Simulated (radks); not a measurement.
Species: Ba13+. Configuration: [Kr] 4d7. Calculated with a radial shooting solver on a logarithmic mesh with Libxc functionals: Dirac Kohn-Sham, LB94 model potential, spin-unpolarised, spherical densities, finite nucleus; open shells fill j = l - 1/2 first; Fermi nuclear charge, rms radius 4.8378 fm.

Normalised radial functions P(r) = r R(r) (large component), r in bohr:

r            4p1/2
0.0008982   0.0039
0.001021    0.0046
0.001151    0.0053
0.001308    0.0062
0.001487    0.0073
0.001676    0.0085
0.001905    0.0100
0.002165    0.0119
0.002442    0.0140
0.002775    0.0167
0.003154    0.0199
0.003585    0.0239
0.004042    0.0284
0.004593    0.0341
0.005221    0.0411
0.005886    0.0490
0.00669     0.0590
0.007604    0.0712
0.008573    0.0848
0.009744    0.1020
0.01107     0.1225
0.01249     0.1449
0.01419     0.1727
0.01613     0.2048
0.01819     0.2388
0.02067     0.2793
0.02349     0.3234
0.02649     0.3673
0.0301      0.4151
0.03421     0.4614
0.03858     0.5003
0.04384     0.5325
0.04983     0.5496
0.05664     0.5451
0.06386     0.5152
0.07258     0.4499
0.08249     0.3456
0.093       0.2111
0.1057      0.0320
0.1201     -0.1741
0.1355     -0.3760
0.154      -0.5770
0.175      -0.7335
0.1973     -0.8118
0.2242     -0.7956
0.2548     -0.6596
0.2873     -0.4224
0.3266     -0.0718
0.3712      0.3382
0.4185      0.7243
0.4756      1.0775
0.5406      1.3186
0.6095      1.4146
0.6927      1.3750
0.7873      1.2125
0.8948      0.9719
1.009       0.7225
1.147       0.4756
1.303       0.2791
1.469       0.1508
1.67        0.0682
1.898       0.0263
2.14        0.0091
2.432       0.0024

4p1/2: eigenvalue -434.27 eV, 2 radial nodes at r = 0.108, 0.334 bohr, <r> = 0.674 bohr, 90 % of the charge inside 0.977 bohr.
